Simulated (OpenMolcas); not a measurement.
**How basis sets differ on C2H7Ga (SMILES [CH3][GaH][CH3])**

The species is C2H7Ga (10 atoms), meant as a singlet with charge 0. SMILES: `[CH3][GaH][CH3]`. The shape is that of a PBE0-D4/def2-TZVP optimisation.

Quantity: the HOMO–LUMO gap, in eV. The values are calculated.

```json
{"level": "HF/ANO-RCC-MB (DKH2)", "kind": "Hartree–Fock", "program": "OpenMolcas", "value (eV)": "13.20", "CPU time": "3.9 s"}
{"level": "HF/STO-3G", "kind": "Hartree–Fock", "program": "OpenMolcas", "value (eV)": "11.98", "CPU time": "5.2 s"}
{"level": "HF/3-21G", "kind": "Hartree–Fock", "program": "OpenMolcas", "value (eV)": "12.26", "CPU time": "4.9 s"}
{"level": "HF/ANO-RCC-VDZ (DKH2)", "kind": "Hartree–Fock", "program": "OpenMolcas", "value (eV)": "12.63", "CPU time": "11 s"}
{"level": "HF/def2-SVP", "kind": "Hartree–Fock", "program": "OpenMolcas", "value (eV)": "12.47", "CPU time": "16 s"}
```

All-electron rows without a relativistic Hamiltonian named are non-relativistic. The values span 11.98 to 13.20 eV. A Hartree–Fock LUMO above zero doesn't converge with the basis: it sinks as sets grow more diffuse. Orbital gaps aren't excitation energies. CPU times are rough (shared hosts, several kinds of processor and program).
